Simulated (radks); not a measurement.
Spherical jellium clusters: N electrons in a uniform positive sphere of charge N and radius rs N^(1/3), rs = 5.03 bohr. Calculated with a radial shooting solver with Libxc functionals: non-relativistic Kohn-Sham, LDA (Slater exchange, Perdew-Wang correlation), spin-polarised, spherical densities. Levels are named by radial order and angular momentum (1s, 1p, 1d, 2s, ...), and open shells are averaged over m.

N = 15, configuration 1s2 1p6 1d(up 5, down 2). This is the lowest configuration that the search found. Occupied and some empty levels:

level,occupation,eigenvalue (eV),<r> (bohr)
1s up,1,-3.8847,7.801
1s down,1,-3.7267,7.552
1p up,3,-3.3067,9.185
1p down,3,-3.1102,9.148
1d up,5,-2.5687,10.18
1d down,2,-2.3662,10.24
2s up,0,-2.1834,8.360
2s down,0,-2.0942,8.520
1f up,0,-1.7054,11.08
1f down,0,-1.5140,11.22
2p up,0,-1.2263,10.52
2p down,0,-1.1281,10.65

Energy (eV): total -26.8819, kinetic 17.715, external -587.62, Hartree 292.12, exchange-correlation -45.225, background 296.13.
